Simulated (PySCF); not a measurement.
Species: C₄H₈FO₂ (doublet state).
Z-matrix (Å and degrees, GFN2-xTB geometry), rows numbered from 1:
```
C 
O   1  1.4061
C   2  1.3579  1  115.93
C   3  1.4673  2  117.49  1  -173.57
F   4  1.4342  3  110.22  2    98.16
O   4  1.3696  3  110.51  2  -142.89
C   6  1.4171  4  114.44  3   173.91
H   1  1.0948  2  111.08  3    61.30
H   1  1.0947  2  111.06  3   -60.09
H   1  1.0884  2  106.48  3  -179.40
H   3  1.0749  2  120.55  1    -4.62
H   4  1.1032  3  111.25  2   -15.64
H   7  1.0871  6  106.04  4  -178.72
H   7  1.0931  6  111.00  4    62.05
H   7  1.0955  6  110.72  4   -59.54
```

The hyperfine couplings belong to this conformer and change with its torsions.

Identity: `CO[CH][C@@H](F)OC` [radical].

Theory: UKS B3LYP, pcH-1 on C F H O, non-relativistic, mean-field spin-orbit, GIAO (PySCF). Isolated species at its GFN2-xTB geometry (one conformer only). A GFN2-xTB geometry isn't a minimum of the functional, and hyperfine couplings can be far from their values at a DFT geometry. No stability test was run, so a lower SCF solution isn't excluded.

Q: The isotropic 13C couplings are +88.0, -21.1, -6.1, +3.8 MHz. Assign them to C1; C3; C4; C7.

A: 
```json
{"site": "C1", "a_iso (MHz)": "-6.1", "ρ(0) (bohr⁻³)": "-0.0054", "position": "2 bonds from C3", "distance from C3 (Å)": "2.34", "spin population": "-0.02", "largest |T| (MHz)": "2.6"}
{"site": "C3", "a_iso (MHz)": "+88.0", "ρ(0) (bohr⁻³)": "+0.0783", "position": "largest spin population", "distance from C3 (Å)": "0.00", "spin population": "+0.86", "largest |T| (MHz)": "147.4"}
{"site": "C4", "a_iso (MHz)": "-21.1", "ρ(0) (bohr⁻³)": "-0.0188", "position": "1 bond from C3", "distance from C3 (Å)": "1.47", "spin population": "-0.03", "largest |T| (MHz)": "2.9"}
{"site": "C7", "a_iso (MHz)": "+3.8", "ρ(0) (bohr⁻³)": "+0.0034", "position": "3 bonds from C3", "distance from C3 (Å)": "3.63", "spin population": "0.00", "largest |T| (MHz)": "1.6"}
```

ρ(0) is the spin density at the nucleus and T the dipolar tensor; entries for several nuclei are means. The largest Mulliken spin populations are on C3 (+0.86) and O2 (+0.14). No atom but C3 exceeds +0.15. The angles at C3 add up to 359.0°, so it is planar; its axial dipolar tensor and the negative coupling of its proton fit spin in a p orbital normal to that plane.

The spin density at the nucleus, in bohr⁻³, is negative for C4 (-0.0188), H11 (-0.0129) and C1 (-0.0054), for instance. A restricted open-shell determinant has no negative spin density anywhere; here it arises because α and β orbitals differ (spin polarisation).

Means are taken over nuclei equivalent by connectivity, which assumes that they swap fast. The three 1H nuclei of mean +9.6 MHz run from -1.9 to 15.7 MHz in the frozen geometry.
